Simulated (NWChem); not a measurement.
Species: SiCl3 cation

```xyz
4

Cl     1.3883     1.3883     0.0000
Si     0.0000     0.0000     0.0000
Cl     0.5082    -1.8965     0.0000
Cl    -1.8965     0.5082     0.0000
```
Atoms are numbered in this order, from 1.

Program: NWChem. Pople sets run with spherical d functions. STO-3G and 3-21G are far too small for this property and stand as cheap habits. Coordinates come from a PBE0/def2-SVP optimisation. Field at 589 nm.

```csv
level,isotropic polarisability (bohr³),anisotropy (bohr³)
B3LYP/STO-3G,28.5,30.5
B3LYP/6-31G*,(withheld),(withheld)
B3LYP/def2-SVP,45.5,27.9
B3LYP/def2-SVPD,58.9,26.0
B3LYP/aug-cc-pVDZ,58.9,27.2
```

Problem. Fill in the missing entries.

Solution. 
- B3LYP/6-31G*, isotropic polarisability (bohr³): 48.2
- B3LYP/6-31G*, anisotropy (bohr³): 31.1
